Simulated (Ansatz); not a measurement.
A structure relaxed at r2SCAN-D4/def2-SVPD in Ansatz, charge -1, doublet:

```xyz
4

Sn    0.446    1.425   -0.420
Sn   -0.446   -1.425    0.420
O     1.235   -0.236    0.510
O    -1.235    0.236   -0.510
```

Question: Give its formula and point group.

Answer: the cluster Sn₂O₂⁻. Point group D2h (tolerance 0.1 Å).

Question: Summarise the bond lengths by kind (pairs closer than 1.2 times the sum of covalent radii, bridged metal pairs left out).

Answer: 4 × O–Sn 2.06 Å.

In the def2 sets Sn takes a core potential; there is no spin–orbit coupling. The highest occupied level of the charge -1 doublet lies above zero (up to 1.13 eV). By energy differences its removal costs 0.85 eV (vertical, to the charge 0 singlet, at PBE0-D4/def2-TZVPD). The relaxation made no stability test and no search for a lower SCF solution. The structure comes from a short search, and lower isomers may exist.
